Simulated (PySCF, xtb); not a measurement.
(1Z)-1,2-difluorobuta-1,3-diene (C4H4F2), SMILES C=C/C(F)=C/F. One conformer was computed; it need not be the lowest.

Harmonic wavenumbers (cm⁻¹) from GFN2-xTB in xtb 6.7.1 at its own minimum, in rising order: 106, 182, 263, 264, 454, 460, 619, 684, 750, 859, 896, 1003, 1011, 1117, 1178, 1275, 1286, 1399, 1660, 1683, 3088, 3104, 3115, 3150.

Question: What does PBE0-D3(BJ)/def2-SVP in PySCF give at its own minimum? (An estimate is asked for; the answer gives what the named calculation found.)

Answer: 130, 194, 283, 294, 477, 527, 664, 729, 816, 915, 941, 1014, 1040, 1217, 1249, 1316, 1396, 1450, 1713, 1799, 3182, 3202, 3250, 3290. Paired by order, the mean absolute difference is 62 cm⁻¹ and the zero-point energies are 42.3 and 44.4 kcal/mol.
